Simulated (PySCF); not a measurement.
**ORD: SMILES FC=C=C=C=CF, C₅H₂F₂**

Geometry (Å), atoms numbered from 1 in this order:
```xyz
9

F     3.222   -1.156   -1.092
C     2.214   -1.293   -0.229
C     1.097   -0.626   -0.342
C    -0.010   -0.005   -0.386
C    -1.110    0.630   -0.435
C    -2.262    1.240   -0.521
F    -2.495    2.416    0.064
H     2.431   -2.009    0.557
H    -3.124    0.863   -1.061
```

The calculation used TDDFT CAM-B3LYP/def2-TZVPD circular dichroism and optical rotation, one conformer, IEF-PCM chloroform (non-equilibrium linear response, no local-field factor) (PySCF). Geometry: PBE0-D3(BJ)/def2-TZVP.

No stereocentre is labelled: unless the shape is locked (an allene, a helicene, a hindered biaryl), the mirror image is equally populated and a measured rotation or CD is zero. Singlets 5 and 6 lie within 0.01 eV of each other, so their separate moments and overlaps can depend on how they mix.

Give the optical rotatory dispersion at 633, 589.3, 546, 436, 405, 365 nm.

[α] in deg dm⁻¹ (g/mL)⁻¹:
| λ (nm) | origin-invariant length gauge | modified velocity gauge | length gauge (centre of mass) | isotropic polarisability (au) |
| --- | --- | --- | --- | --- |
| 633 | -4.5 | -5.6 | -4.2 | 103.3 |
| 589.3 | -4.2 | -5.5 | -3.8 | 104.7 |
| 546 | -3.0 | -4.8 | -2.6 | 106.5 |
| 436 | +16.9 | +12.3 | +17.5 | 114.6 |
| 405 | +42.5 | +35.2 | +43.2 | 118.8 |
| 365 | +164.1 | +145.3 | +165.0 | 126.9 |

The shortest wavelength is close to the first absorption, where this undamped response comes out too large.

And for the mirror image at 589.3 nm?

+4.2 deg dm⁻¹ (g/mL)⁻¹ (origin-invariant length gauge): the same size and the opposite sign.

What is the molar rotation [Φ] = [α]·M/100 of the geometry above at 589.3 nm?

With M = 100.07 g/mol, -4.2 deg cm² dmol⁻¹ (origin-invariant length gauge).

The first excitation lies at 3.72 eV (333 nm) with R = 0.0 × 10⁻⁴⁰ esu² cm² (velocity form).
